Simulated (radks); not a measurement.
Spherical quantum dot in the effective-mass picture: electrons in a hard-walled sphere of radius 2.74, with a point charge +2 (a donor) at the centre, all in effective atomic units (hartree* = m*/eps^2 hartree, bohr* = eps/m* bohr), one dielectric constant everywhere. Calculated with a radial shooting solver with Libxc functionals: non-relativistic Kohn-Sham, PBEsol, spin-polarised, spherical densities. Levels are named by radial order and angular momentum (1s, 1p, 1d, 2s, ...), and open shells are averaged over m. Results are scaled to m* = 0.445 and eps = 16.7, for which hartree* = 43.42 meV and bohr* = 1.986 nm.

N = 13, configuration 1s2 1p6 1d(up 3, down 0) 2s2. This is the lowest configuration that the search found. Occupied and some empty levels:

level,occupation,eigenvalue (meV),<r> (nm)
1s up,1,245.31,2.675
1s down,1,247.58,2.605
1p up,3,274.24,3.487
1p down,3,277.75,3.474
2s up,1,302.98,2.438
2s down,1,304.79,2.492
1d up,3,306.07,3.718
1d down,0,309.85,3.713
1f up,0,346.39,3.874
1f down,0,350.29,3.872
2p up,0,389.54,2.784
2p down,0,391.53,2.782
1g up,0,394.88,3.995
1g down,0,398.84,3.995

Energy (meV): total 1770.43, kinetic 999.09, external -924.13, Hartree 1996.2, exchange-correlation -300.72.
